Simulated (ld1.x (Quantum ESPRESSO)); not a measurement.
## Configuration tests for Ba (TM)

- Element: barium (Ba)
- Generator: ld1.x (Quantum ESPRESSO) 7.5
- Type: norm-conserving Troullier–Martins (Kleinman–Bylander form)
- Functional: LDA (PZ)
- Relativity: scalar-relativistic
- Frozen core: [Kr] 4d10 5s2
- Valence charge: 8
- Reference configuration: 5p6 5d0 6s1.5 6p0 (charge +0.5)
- Partial waves: 6s (bound): rc 3.95 bohr; 5p (bound): rc 2.40 bohr; 5d (bound, empty): rc 2.80 bohr
- Local potential: the d channel
- Core correction: none

Energies are relative to the spin-unpolarised reference configuration 5p6 5d0 6s1.5 6p0; without spin polarisation the order of configurations can differ from experiment. Spin-polarised rows fill each open shell by Hund’s rule, majority spin first.

Give the all-electron excitation energy and the error of the potential for: 5p6 5d0 6s2 6p0; 5p6 5d0 6s1 6p0; 5p6 5d0 6s0 6p0; 5p6 5d0 6s1 6p1; 5p6 5d1 6s0 6p0; 5p6 5d0 6s0 6p1; 5p6 5d0 6s0 6p2; 5p6 5d0 6s1.5 6p0 (spin-polarised); 5p6 5d0 6s1 6p0 (spin-polarised).

| valence configuration | charge | ΔE all-electron (eV) | error AE − PS (meV) |
| --- | --- | --- | --- |
| 5p6 5d0 6s2 6p0 | 0 | -2.211 | +0.7 |
| 5p6 5d0 6s1 6p0 | +1 | 3.332 | +0.8 |
| 5p6 5d0 6s0 6p0 | +2 | 13.502 | +16 |
| 5p6 5d0 6s1 6p1 | 0 | -0.088 | +50 |
| 5p6 5d1 6s0 6p0 | +1 | 4.060 | -26 |
| 5p6 5d0 6s0 6p1 | +1 | 6.039 | +96 |
| 5p6 5d0 6s0 6p2 | 0 | 2.156 | +116 |
| 5p6 5d0 6s1.5 6p0 (spin-polarised) | +0.5 | -0.028 | +0.7 |
| 5p6 5d0 6s1 6p0 (spin-polarised) | +1 | 3.185 | +5.0 |

Levels in the configuration 5p6 5d0 6s1 6p0 (spin-polarised):

```
  level  all-electron (eV)  pseudo (eV)
  5p up            -24.518      -24.491
  6s up             -8.058       -8.059
5p down            -24.413      -24.373
```

Note: ghost state, extra bound levels that the all-electron valence spectrum of the same l lacks: s at -18.9 eV. A true bound ghost makes a file unfit for plane-wave use.
